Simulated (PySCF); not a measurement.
**How methods differ on the excitation energy of F(2+)**

F(2+) [He] 2s2 2p3 (4S) → F(2+) [He] 2s1 2p4 (4P), as a difference of total energies. All numbers are calculated (PySCF 2.14, the spin-free X2C one-electron Hamiltonian (Gaussian nucleus), in x2c-TZVPPall). Correlated levels: valence: 1s2 frozen. The calculations carry no spin-orbit coupling.

```
           method  excitation energy (cm⁻¹)
              UHF                    152670
    MP2 (valence)                    153010
SCS-MP2 (valence)                    153100
   CCSD (valence)                    152800
```

Problem. Estimate what CCSD(T) (valence) gives.

Solution. 152780 cm⁻¹, closest to CCSD (valence) among the rows shown.

Problem. Estimate what CCSDT (valence) gives.

Solution. 152760 cm⁻¹, closest to CCSD (valence) among the rows shown.

A first-order spin-orbit estimate (lowest level to lowest level, LS coupling) adds -0.024 eV.
